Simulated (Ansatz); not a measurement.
Reaction (ligand exchange at the Si–C bond): `FC(F)(Cl)C[SiH3]` + `OC[SiH2]O` → `OC[SiH2]O[SiH3]` + `CC(F)(F)Cl`

Calculated with Ansatz (gas phase, PBE0-D4/def2-TZVP geometries, no zero-point term in ΔE). CCSD(T)/CBS is the MP2 limit (def2-TZVPP, def2-QZVPP) plus CCSD(T) − MP2 in def2-TZVPP, frozen cores. Functionals use def2-TZVPP. B3LYP here is the variant with VWN-RPA as its local correlation; programs differ in this. Each species was taken in one conformer, which may not be the lowest.

(1) Is it downhill or uphill in electronic energy at CCSD(T)/CBS, and by how much? (Estimate.)

(2) What do these levels give: PBE-D4, r2SCAN-D4, B3LYP-D4, ωB97X-V, B2PLYP, PBE, r2SCAN, PBE0, B3LYP, MP2/def2-TZVPP, CCSD(T)/def2-TZVPP, CCSD/CBS(def2)? (An estimate is asked.)

Largest T1 diagnostic among the species: 0.011.

## Answers

(1) The calculation gave: Downhill: ΔE = -1.26 eV.

(2) Ansatz gave: PBE-D4 -1.07, r2SCAN-D4 -1.22, B3LYP-D4 -1.29, ωB97X-V -1.24, B2PLYP -1.29, PBE -1.06, r2SCAN -1.21, PBE0 -1.15, B3LYP -1.28, MP2/def2-TZVPP -1.27, CCSD(T)/def2-TZVPP -1.25, CCSD/CBS(def2) -1.30 eV.

In def2-TZVPP, CCSD(T) changes the Hartree–Fock value by +0.28 eV (the triples alone add +0.04 eV) and MP2 by +0.26 eV. From PBE to PBE0 (25 % exact exchange), in def2-TZVPP and without D4, ΔE moves by −0.09 eV.
